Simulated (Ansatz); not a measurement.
`N[BH][SnH3]` + `FCC(F)(F)F` → `NBCF` + `F[C](F)(F)[SnH3]` at 700 K and 1 bar (formal exchange of groups at a B–Sn bond).

Calculated with Ansatz (gas phase, PBE0-D4/def2-TZVP geometries, no zero-point term in ΔE). CCSD(T)/CBS adds triple-zeta CCSD(T) − MP2 to the extrapolated MP2 energy (def2 sets, frozen cores). def2 core potentials past Kr. For Sn outer-core shells are correlated without core-valence functions, which leaves a few kJ/mol of doubt a bond. Each species was taken in one conformer, which may not be the lowest.

| species | CCSD(T)/CBS energy (Eh) | H − E (kJ/mol) | S (J/(mol·K)) |
| --- | --- | --- | --- |
| `N[BH][SnH3]` | -297.14394 | 225.0 | 422.7 |
| `FCC(F)(F)F` | -476.47126 | 181.8 | 408.9 |
| `NBCF` | -220.38912 | 243.7 | 378.8 |
| `F[C](F)(F)[SnH3]` | -553.22148 | 160.8 | 452.0 |

H − E and S are ideal-gas, rigid-rotor, harmonic terms from PBE0-D4/def2-TZVP, for one conformer and one mirror image of each species. 1 Eh = 2625.50 kJ/mol, R = 8.31446 J/(mol·K).

Q: By hand: ΔE, ΔH, ΔS and ΔG.

A: ΔE = (-220.38912) + (-553.22148) − (-297.14394) − (-476.47126) = 0.00460 Eh = 12.1 kJ/mol. Δ(H − E) = 243.7 + 160.8 − 225.0 − 181.8 = -2.3, so ΔH = 9.8 kJ/mol. ΔS = 378.8 + 452.0 − 422.7 − 408.9 = -0.8 J/(mol·K). ΔG = 9.8 − 700 × (-0.8)/1000 = 10.4 kJ/mol.

Q: By hand: the equilibrium constant, and the temperature at which ΔG would vanish if ΔH and ΔS stayed fixed.

A: log₁₀ K = −ΔG/(RT ln 10) = -0.8. ΔH and −TΔS have one sign here, so there is no such temperature. One of them is within its doubt of zero, so this could turn.

The number of gas molecules stays the same, so ΔS is small and ΔH decides. A doubt of 5 kJ/mol in ΔE shifts log₁₀ K by 0.4 here. Other conformers and mirror images would add mixing entropy, several J/(mol·K) or more a flexible species. These are equilibria of isolated gas molecules and say nothing of rates. Largest T1 diagnostic: 0.014 (customary marks: 0.02 for closed shells, 0.045 for open ones).
